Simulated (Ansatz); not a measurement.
## Molecular dynamics of BCl₂F₂H

Input file:

```yaml
crystal:
  periodic: [false, false, false]
  atoms:
    - { symbol: B, position_ang: [0.09519, -0.224508, 0.021546] }
    - { symbol: Cl, position_ang: [0.075614, 0.227744, 2.006408] }
    - { symbol: Cl, position_ang: [1.536404, 0.363795, -0.808503] }
    - { symbol: F, position_ang: [-1.106158, -0.040687, -0.498701] }
    - { symbol: F, position_ang: [0.255137, -1.7137, 0.442889] }
    - { symbol: H, position_ang: [0.216914, -1.276445, 1.517062] }
basis:
  gaussian: { orbitals: "6-31G*" }
hamiltonian:
  xc: r2scan
md:
  timestep: 0.5
  n_steps: 177
  ensemble: nve
  temperature: 300.0
  initial_velocities: maxwell_boltzmann
  seed: 6115
```

Run as:

```bash
$ ansatz run input.yaml --threads 2 --pin off --max-ram 3072MiB --backend cpu --events-out ev --progress --plain --runs-dir out
```

It starts at the highest image of a converged band, a first-order saddle point between two minima.

Output, in part (one step line in 6, the closing report, with atoms numbered from 0):

```
md step     0: t =     0.00 fs  T =   300.0 K  F+E_penalty+E_count = -31169.35359817 eV  E_kin = 0.155112 eV  conserved = -31169.19848618 eV  (27 SCF iters)
md step     6: t =     3.00 fs  T =   299.6 K  F+E_penalty+E_count = -31169.35338439 eV  E_kin = 0.154910 eV  conserved = -31169.19847407 eV  (31 SCF iters)
md step    12: t =     6.00 fs  T =   318.4 K  F+E_penalty+E_count = -31169.36303772 eV  E_kin = 0.164603 eV  conserved = -31169.19843515 eV  (30 SCF iters)
md step    18: t =     9.00 fs  T =   444.5 K  F+E_penalty+E_count = -31169.42818077 eV  E_kin = 0.229834 eV  conserved = -31169.19834636 eV  (31 SCF iters)
md step    24: t =    12.00 fs  T =   735.5 K  F+E_penalty+E_count = -31169.57892079 eV  E_kin = 0.380298 eV  conserved = -31169.19862309 eV  (29 SCF iters)
md step    30: t =    15.00 fs  T =  1012.3 K  F+E_penalty+E_count = -31169.72202322 eV  E_kin = 0.523414 eV  conserved = -31169.19860891 eV  (29 SCF iters)
md step    36: t =    18.00 fs  T =  1250.3 K  F+E_penalty+E_count = -31169.84523928 eV  E_kin = 0.646435 eV  conserved = -31169.19880403 eV  (28 SCF iters)
md step    42: t =    21.00 fs  T =  1404.8 K  F+E_penalty+E_count = -31169.92478440 eV  E_kin = 0.726344 eV  conserved = -31169.19844012 eV  (29 SCF iters)
md step    48: t =    24.00 fs  T =  1650.4 K  F+E_penalty+E_count = -31170.05206568 eV  E_kin = 0.853319 eV  conserved = -31169.19874685 eV  (30 SCF iters)
md step    54: t =    27.00 fs  T =  1830.7 K  F+E_penalty+E_count = -31170.14528015 eV  E_kin = 0.946556 eV  conserved = -31169.19872415 eV  (30 SCF iters)
md step    60: t =    30.00 fs  T =  1895.6 K  F+E_penalty+E_count = -31170.17884223 eV  E_kin = 0.980125 eV  conserved = -31169.19871729 eV  (30 SCF iters)
md step    66: t =    33.00 fs  T =  1874.8 K  F+E_penalty+E_count = -31170.16789017 eV  E_kin = 0.969348 eV  conserved = -31169.19854193 eV  (30 SCF iters)
md step    72: t =    36.00 fs  T =  1879.8 K  F+E_penalty+E_count = -31170.17053301 eV  E_kin = 0.971933 eV  conserved = -31169.19860028 eV  (30 SCF iters)
md step    78: t =    39.00 fs  T =  1898.6 K  F+E_penalty+E_count = -31170.18032623 eV  E_kin = 0.981678 eV  conserved = -31169.19864873 eV  (31 SCF iters)
md step    84: t =    42.00 fs  T =  1897.6 K  F+E_penalty+E_count = -31170.17969524 eV  E_kin = 0.981146 eV  conserved = -31169.19854921 eV  (32 SCF iters)
md step    90: t =    45.00 fs  T =  1949.4 K  F+E_penalty+E_count = -31170.20646433 eV  E_kin = 1.007905 eV  conserved = -31169.19855939 eV  (30 SCF iters)
md step    96: t =    48.00 fs  T =  2089.6 K  F+E_penalty+E_count = -31170.27901290 eV  E_kin = 1.080416 eV  conserved = -31169.19859700 eV  (30 SCF iters)
md step   102: t =    51.00 fs  T =  2234.7 K  F+E_penalty+E_count = -31170.35420763 eV  E_kin = 1.155406 eV  conserved = -31169.19880125 eV  (31 SCF iters)
md step   108: t =    54.00 fs  T =  2273.9 K  F+E_penalty+E_count = -31170.37417688 eV  E_kin = 1.175701 eV  conserved = -31169.19847579 eV  (30 SCF iters)
md step   114: t =    57.00 fs  T =  2351.2 K  F+E_penalty+E_count = -31170.41461085 eV  E_kin = 1.215685 eV  conserved = -31169.19892555 eV  (29 SCF iters)
md step   120: t =    60.00 fs  T =  2242.5 K  F+E_penalty+E_count = -31170.35807338 eV  E_kin = 1.159471 eV  conserved = -31169.19860208 eV  (30 SCF iters)
md step   126: t =    63.00 fs  T =  2116.0 K  F+E_penalty+E_count = -31170.29268452 eV  E_kin = 1.094034 eV  conserved = -31169.19865082 eV  (31 SCF iters)
md step   132: t =    66.00 fs  T =  2036.2 K  F+E_penalty+E_count = -31170.25121255 eV  E_kin = 1.052814 eV  conserved = -31169.19839902 eV  (30 SCF iters)
md step   138: t =    69.00 fs  T =  2088.7 K  F+E_penalty+E_count = -31170.27869325 eV  E_kin = 1.079963 eV  conserved = -31169.19873049 eV  (30 SCF iters)
md step   144: t =    72.00 fs  T =  2087.6 K  F+E_penalty+E_count = -31170.27803623 eV  E_kin = 1.079379 eV  conserved = -31169.19865703 eV  (30 SCF iters)
md step   150: t =    75.00 fs  T =  2042.2 K  F+E_penalty+E_count = -31170.25450345 eV  E_kin = 1.055890 eV  conserved = -31169.19861333 eV  (31 SCF iters)
md step   156: t =    78.00 fs  T =  2089.7 K  F+E_penalty+E_count = -31170.27884251 eV  E_kin = 1.080479 eV  conserved = -31169.19836391 eV  (30 SCF iters)
md step   162: t =    81.00 fs  T =  2336.2 K  F+E_penalty+E_count = -31170.40676703 eV  E_kin = 1.207891 eV  conserved = -31169.19887647 eV  (30 SCF iters)
md step   168: t =    84.00 fs  T =  2388.7 K  F+E_penalty+E_count = -31170.43386817 eV  E_kin = 1.235060 eV  conserved = -31169.19880768 eV  (28 SCF iters)
md step   174: t =    87.00 fs  T =  2244.5 K  F+E_penalty+E_count = -31170.35905980 eV  E_kin = 1.160481 eV  conserved = -31169.19857864 eV  (31 SCF iters)
md step   177: t =    88.50 fs  T =  2154.2 K  F+E_penalty+E_count = -31170.31217486 eV  E_kin = 1.113827 eV  conserved = -31169.19834748 eV  (28 SCF iters)
Total energy: -31170.31218186 eV, -1145.4878446871 hartree
Atom 0 at     0.180333    -0.762466    -0.737121 Å, force    -2.657998     0.935791     0.651696 eV/Å
Atom 1 at     0.003290     0.635920     2.966136 Å, force    -0.277112    -0.756121    -0.265907 eV/Å
Atom 2 at     1.557871     0.285119    -0.961858 Å, force    -0.014786    -0.304398    -0.075331 eV/Å
Atom 3 at    -1.077847    -0.141403    -0.624073 Å, force     2.694739    -1.601780    -0.328622 eV/Å
Atom 4 at     0.263345    -2.083049    -0.602764 Å, force    -0.015888     0.993158    -0.217813 eV/Å
Atom 5 at     0.404135     1.764253     3.365121 Å, force     0.271046     0.733350     0.235978 eV/Å
Dipole moment:     0.161431     0.238121     0.098094 e Å
```

The run went to its last step. The conserved energy stayed within 0.075 meV per atom of its start (net change 0.023 meV per atom), so the integration is sound. The kinetic energy rose, since the run started high on the potential surface and went downhill. It ends in pieces (BClF2 + ClH), so much of that is their flight and rotation, not heat. A run of 0.088 ps of so small a system gives no equilibrium averages. The orbitals stay closed-shell, which can raise the energy where a bond breaks towards radicals; this wasn't checked here.

Between its relaxed ends the band would form B1–F5, Cl2–H6 and break B1–Cl2, F5–H6. These pairs go: B1–F5 1.56 → 1.33 Å, Cl2–H6 1.59 → 1.26 Å, B1–Cl2 2.04 → 3.96 Å, F5–H6 1.16 → 5.53 Å. In the last frame they stand as after the step (other bonds may differ from the relaxed reactants and products). It ends as BClF2 + ClH. Pairs count as bonded within 1.25 times the sum of covalent radii (0.12 Å more for H–H).

Last frame:

```xyz
6
Properties=species:S:1:pos:R:3
B 0.180 -0.762 -0.737
Cl 0.003 0.636 2.966
Cl 1.558 0.285 -0.962
F -1.078 -0.141 -0.624
F 0.263 -2.083 -0.603
H 0.404 1.764 3.365
```

Run time: 7.7 min on 2 threads of Arm Neoverse V1, with other jobs on the host, peak memory 0.17 GiB.
